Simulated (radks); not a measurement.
Results of a calculation; reference values are marked as such.
Ionisation of S, [Ne] 3s2 3p4, to S+, [Ne] 3s2 3p3, under several functionals. Scalar-relativistic Kohn-Sham, spin-polarised, spherical densities, finite nucleus; open shells are filled with parallel spins first; a radial shooting solver on a logarithmic mesh with Libxc functionals.

[
 {"functional": "PW91", "E(S) (hartree)": "-399.23813", "Exc (hartree)": "-25.67169", "IE (eV)": "10.299", "-e(HOMO) (eV)": "6.033", "<r> HOMO (bohr)": "2.119", "IE error (eV)": "-0.061"},
 {"functional": "AM05", "E(S) (hartree)": "-397.98740", "Exc (hartree)": "-24.38128", "IE (eV)": "10.231", "-e(HOMO) (eV)": "5.960", "<r> HOMO (bohr)": "2.123", "IE error (eV)": "-0.129"},
 {"functional": "PBEsol", "E(S) (hartree)": "-398.43605", "Exc (hartree)": "-24.84313", "IE (eV)": "10.214", "-e(HOMO) (eV)": "5.965", "<r> HOMO (bohr)": "2.116", "IE error (eV)": "-0.146"},
 {"functional": "LDA (Slater exchange, Perdew-Wang correlation)", "E(S) (hartree)": "-397.85925", "Exc (hartree)": "-24.24571", "IE (eV)": "10.536", "-e(HOMO) (eV)": "6.207", "<r> HOMO (bohr)": "2.122", "IE error (eV)": "+0.176"},
 {"functional": "LDA (Slater exchange, VWN5 correlation)", "E(S) (hartree)": "-397.86497", "Exc (hartree)": "-24.25172", "IE (eV)": "10.528", "-e(HOMO) (eV)": "6.199", "<r> HOMO (bohr)": "2.121", "IE error (eV)": "+0.168"},
 {"functional": "exchange-only LDA", "E(S) (hartree)": "-396.63917", "Exc (hartree)": "-22.99026", "IE (eV)": "8.809", "-e(HOMO) (eV)": "4.729", "<r> HOMO (bohr)": "2.172", "IE error (eV)": "-1.551"}
]

NIST Atomic Spectra Database: 10.360 eV (measured). Closest: PW91. The Delta-SCF values span 1.73 eV, the total energies 2.60 hartree. The highest occupied level is 3p. Open shells are spherical and high-spin; term and fine-structure splittings are not resolved.
